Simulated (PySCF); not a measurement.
Gas-phase reaction: GeH4 + GeCl2 = 2 GeH2 + 2 Cl

Energies from PySCF, thermal terms from the rigid-rotor harmonic-oscillator model, ideal gas at 1 bar. † marks an energy on the PBE0/def2-TZVP geometry and frequencies. Open shells (unrestricted): Cl (multiplicity 2, electronic degeneracy 6); the rest are closed-shell singlets. Spin-orbit splitting is ignored; it lowers the true energy and changes the entropy of Cl. Ge: all electrons, no relativistic terms. GeH2: computed as isolated molecules; such fragments, hydroxides, amides, oligomers or adducts are transient or little studied in the gas. The harmonic model lacks anharmonicity and excited electronic states, which grow with temperature; levels with a mode under 35 cm⁻¹ are left out.

```csv
level,"ΔE electronic, kJ","ΔH°(298 K), kJ","ΔS°(298 K), J/K","ΔG°(800 K), kJ"
BLYP/def2-TZVP†,811,794,264,580
M06-2X/def2-TZVP†,856,839,264,625
PBE0/def2-SVP†,856,839,264,625
r2SCAN/def2-TZVP†,885,867,264,654
ωB97M-V/def2-TZVP†,854,836,264,622
```
ΔH° is lowest at BLYP/def2-TZVP† and highest at r2SCAN/def2-TZVP†. No reference value is set beside these.
